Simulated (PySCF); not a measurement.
1-chloro-2-methylprop-1-ene (C₄H₇Cl), SMILES ClC=C(C)C.

The structure is a stationary point at PBE0-D3(BJ)/def2-SVP.

Level of theory: PySCF with CAM-B3LYP/def2-TZVP.

Symmetry labels are those of the subgroup Cs that the program uses (full group Cs).

Computed valence orbital energies around the gap with their symmetry:
| orbital | symmetry | energy (eV) |
|---|---|---|
| HOMO−7 | A" | -14.01 |
| HOMO−6 | A" | -12.53 |
| HOMO−5 | A' | -12.33 |
| HOMO−4 | A' | -12.17 |
| HOMO−3 | A' | -11.53 |
| HOMO−2 | A" | -11.43 |
| HOMO−1 | A' | -10.06 |
| HOMO | A" | -8.13 |
| LUMO | A" | 1.30 |
| LUMO+1 | A' | 1.87 |
| LUMO+2 | A' | 2.60 |
| LUMO+3 | A' | 3.12 |
